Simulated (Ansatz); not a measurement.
C2H4BCl2N (`CB(Cl)/N=C\Cl`) at its PBE0-D4/def2-TZVP geometry, where that method's forces vanish. Total charge 0; spin multiplicity 1.

```json
{"atom": "C1", "x (Å)": "0.842", "y (Å)": "-1.030", "z (Å)": "-0.955"}
{"atom": "B2", "x (Å)": "-0.165", "y (Å)": "0.136", "z (Å)": "-0.710"}
{"atom": "Cl3", "x (Å)": "-1.287", "y (Å)": "0.630", "z (Å)": "-1.991"}
{"atom": "N4", "x (Å)": "-0.191", "y (Å)": "0.875", "z (Å)": "0.464"}
{"atom": "C5", "x (Å)": "-0.546", "y (Å)": "1.149", "z (Å)": "1.605"}
{"atom": "Cl6", "x (Å)": "-1.723", "y (Å)": "0.229", "z (Å)": "2.521"}
{"atom": "H7", "x (Å)": "0.292", "y (Å)": "-1.939", "z (Å)": "-1.217"}
{"atom": "H8", "x (Å)": "1.474", "y (Å)": "-1.239", "z (Å)": "-0.092"}
{"atom": "H9", "x (Å)": "1.482", "y (Å)": "-0.802", "z (Å)": "-1.813"}
{"atom": "H10", "x (Å)": "-0.177", "y (Å)": "1.992", "z (Å)": "2.187"}
```

Question: For each bond, give half the difference of the two atoms' forces along it (eV/Å; positive pushes the atoms apart) under PBE-D4, r2SCAN-D4, B3LYP-D4, ωB97M-V in def2-TZVPP. (An estimate is asked.)

Answer: The calculation gave: 
```
  bond  length (Å)  PBE-D4  r2SCAN-D4  B3LYP-D4  ωB97M-V
 C1–B2       1.560   -0.07      -0.04      0.02    -0.01
 C1–H7       1.094    0.12      -0.01     -0.04    -0.06
 C1–H8       1.091    0.10      -0.02     -0.04    -0.06
 C1–H9       1.094    0.13      -0.01     -0.04    -0.06
B2–Cl3       1.773    0.13       0.11      0.19     0.06
 B2–N4       1.388   -0.28      -0.09     -0.09     0.15
 N4–C5       1.225    0.68       0.20      0.04    -0.01
C5–Cl6       1.753    0.12       0.22      0.35     0.11
C5–H10       1.088   -0.12      -0.16     -0.18    -0.16
```

B3LYP here is the variant with VWN-RPA as its local correlation; programs differ in this.

All numbers were calculated with Ansatz.
